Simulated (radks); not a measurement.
Results of a calculation; reference values are marked as such.
The cobalt ion Co+ inside a hard spherical wall (all orbitals vanish at R), configuration held at [Ar] 3d8 and not refilled when levels cross. Code: a radial shooting solver on a logarithmic mesh with Libxc functionals. Model: scalar-relativistic Kohn-Sham, PBEsol, spin-polarised, spherical densities, finite nucleus; open shells are filled with parallel spins first; Fermi nuclear charge, rms radius 3.7875 fm. Eigenvalues in eV for spin up, with the zero of energy where the potential of the charges vanishes at infinity; a dash marks a level that is unbound or too diffuse for the functional's potential to be trusted. A positive occupied level is held by the wall or, in an anion where self-interaction has pushed it up, behind a barrier. The pressure on the wall is -dE/dV.

R (bohr)  E (hartree)  kinetic (hartree)    e(2p)    e(3s)    e(3p)    e(3d)  e(4s, empty)  e(4p, empty)  pressure (GPa)
free      -1391.69366           1409.485  -772.16  -106.19  -69.724  -13.007       -11.306        -6.371               0
20        -1391.69366           1409.485  -772.16  -106.19  -69.724  -13.007       -11.306        -6.371        < 0.0001
12        -1391.69366           1409.485  -772.16  -106.19  -69.724  -13.007       -11.306        -6.369        < 0.0001
7         -1391.69328           1409.489  -772.12  -106.16  -69.686  -12.971       -11.238        -6.039          0.0301
5         -1391.68343           1409.557  -771.54  -105.63  -69.167  -12.487       -10.276        -3.990            1.58
4         -1391.63954           1409.791  -769.93  -104.20  -67.781  -11.151        -7.469         0.361            13.4
3         -1391.37599           1410.932  -764.02  -99.397  -63.119   -6.299         4.049        15.369             155
2.5       -1390.83640           1413.119  -755.94  -93.417  -57.245    0.347        21.930        36.504             680
1.5       -1380.26425           1452.433  -682.44  -42.431   -3.529   61.924        212.91        234.09           37800
